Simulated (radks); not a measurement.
Task: These are the eigenvalues of the occupied orbitals of an atom or ion with whole-number occupations (eV). Method: Dirac Kohn-Sham, LDA (Slater exchange, Perdew-Wang correlation), spin-unpolarised, spherical densities, finite nucleus; Fermi nuclear charge, rms radius of each element as measured or else 0.836 A^(1/3) + 0.57 fm; computed with a radial shooting solver on a logarithmic mesh with Libxc functionals.

orbital  eigenvalue
1s1/2     -71472.09
2s1/2     -12384.93
2p1/2     -11857.45
2p3/2     -10419.42
3s1/2     -2866.306
3p1/2     -2629.596
3p3/2     -2317.395
3d3/2     -1917.215
3d5/2     -1849.381
4s1/2     -597.0192
4p1/2     -498.1651
4p3/2     -425.0852
4d3/2     -262.1813
4d5/2     -248.6762
5s1/2      -84.8296
5p1/2      -54.8262
5p3/2      -43.7574
4f5/2      -43.3920
4f7/2      -40.8768
6s1/2       -6.0722
5d3/2       -5.8846
5d5/2       -5.0089

Which element is it, and in what charge state? The configuration may be excited. Open shells, if any, fill j = l - 1/2 first.

Result: Z = 75, rhenium, charge 0: Re in [Xe] 4f14 5d5 6s2. The list shows which subshells hold electrons but not how many an open one holds; the 1s level, -2626.6 hartree, gives Z - s = 72.5 by -(Z - s)^2/2, which with screening and relativity narrows Z to a few neighbours, and the depths of the outer levels then fix element, charge and occupations together.
